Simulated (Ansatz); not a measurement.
Program: Ansatz. Geometries: PBE0-D4/def2-TZVP. ΔE: electronic, gas phase. CCSD(T)/CBS adds triple-zeta CCSD(T) − MP2 to the extrapolated MP2 energy (def2 sets, frozen cores). This one scheme is used for every species. Functionals use def2-TZVPP. B3LYP here is the variant with VWN-RPA as its local correlation; programs differ in this. Each species was taken in one conformer, which may not be the lowest.

`O[SiH2]/C=C/Cl` + `CO[SiH2]S` → `CO[SiH2]S[SiH2]O` + `C=CCl`  (ligand exchange at the Si–C bond)

```
             level  ΔE (kJ/mol)  difference from CCSD(T)/CBS
            PBE-D4        -82.4                         -2.5
         r2SCAN-D4        -81.1                         -1.2
           ωB97X-V        -78.5                          1.4
           ωB97M-V        -80.3                         -0.4
            B2PLYP        -73.4                          6.5
               PBE        -75.3                          4.6
            r2SCAN        -79.4                          0.5
              PBE0        -75.6                          4.3
             B3LYP        -68.2                         11.7
     HF/def2-TZVPP        -63.5                         16.4
   CCSD/def2-TZVPP        -73.6                          6.3
     HF/def2-QZVPP        -62.8                         17.1
    MP2/def2-QZVPP        -82.6                         -2.7
SCS-MP2/def2-QZVPP        -77.2                          2.7
      HF/CBS(def2)        -62.7                         17.2
    CCSD/CBS(def2)        -76.6                          3.3
       CCSD(T)/CBS        -79.9                            0
```

Largest T1 diagnostic among the species: 0.012.

The D4 term adds −11.5 kJ/mol with B3LYP and −6.3 kJ/mol with PBE0; it sums over pairs of atoms, weighted by their polarisabilities, and B3LYP, whose exchange is more repulsive, gets the larger term. In def2-TZVPP, CCSD(T) changes the Hartree–Fock value by −13.4 kJ/mol (the triples alone add −3.3 kJ/mol) and MP2 by −17.6 kJ/mol.
